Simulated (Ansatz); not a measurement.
System: sum formula Si₂N₂H₈, charge 0, multiplicity 1. 
Coordinates optimised at B3LYP-D3(BJ)/def2-TZVP (Ansatz, a first-principles code):
```xyz
12

N      2.2216     0.9187    -0.0011
Si     1.0984    -0.3576    -0.2317
N     -0.3869     0.0113     0.5648
Si    -2.0129    -0.1240    -0.0083
H      2.0493     1.8538    -0.3341
H      3.2059     0.7277     0.0922
H      1.7970    -1.5497     0.3087
H      0.6933    -0.6302    -1.6328
H     -0.2888     0.2867     1.5341
H     -1.9949    -0.0504    -1.4854
H     -2.8255     0.9869     0.5454
H     -2.6764    -1.3935     0.3853
```

Total electronic energies in hartree. Valence correlation only, unless marked. No spin-orbit coupling. Non-relativistic. CBS marks a two-point X^-3 extrapolation of the correlation energy; Hartree-Fock from the larger set.

| level | program | energy (Eh) |
|---|---|---|
| HF/aug-cc-pV(Q+d)Z | Ansatz | -691.60618 |
| revPBE-D3(BJ)/def2-TZVPD | Ansatz + dftd3 | -693.30127 |
| B2GP-PLYP-D4/def2-TZVPD | Ansatz + dftd4 | [?] |
| B2PLYP/def2-TZVPD | Ansatz | [?] |
| MP2/aug-cc-pV(D+d)Z | Ansatz | -692.10871 |
| MP2/aug-cc-pV(Q+d)Z | Ansatz | -692.34465 |
| RI-MP2/aug-cc-pV(Q+d)Z | Ansatz | -692.34428 |
| CCSD/cc-pVTZ | Ansatz | -692.31101 |
| CCSD(T)/CBS(aug-cc-pV(T+d)Z,aug-cc-pV(Q+d)Z) | Ansatz | -692.4404 |

Q: What belongs in the gaps?

A: 
- B2GP-PLYP-D4/def2-TZVPD, energy (Eh): -693.00940
- B2PLYP/def2-TZVPD, energy (Eh): -693.10893
